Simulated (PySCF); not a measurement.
Working out the ionisation energy of Te

Te [Kr] 4d10 5s2 5p4 (3P) → Te⁺ [Kr] 4d10 5s2 5p3 (4S). Calculation: PySCF 2.14, in x2c-TZVPPall with one added diffuse shell each of s, p, d, f type (9s7p5d3f, 76 functions); the spin-free X2C one-electron Hamiltonian (Gaussian nucleus). Frozen: [Ar] 3d10. Energies in hartree (1 hartree = 27.21139 eV):

```tsv
part	Te (lower)	Te⁺ (upper)
UHF	-6790.855660	-6790.570447
CCSD correlation	-0.518767	-0.490564
(T)	-0.009793	-0.008290
```

What does Hartree-Fock give?

(-6790.570447) − (-6790.855660) = 0.285213 hartree = 7.761 eV.

What do CCSD and CCSD(T) give?

The CCSD correlation energies differ by 0.028203 hartree = 0.767 eV and the triples by 0.001503 hartree = 0.041 eV, so CCSD gives 8.528 eV and CCSD(T) 8.569 eV.

Measured between the centres of the two terms (NIST): 8.749 eV, so CCSD(T) (valence and next inner shell) is off by -0.180 eV.

What remains against the reference includes basis incompleteness, the frozen core and higher excitations.
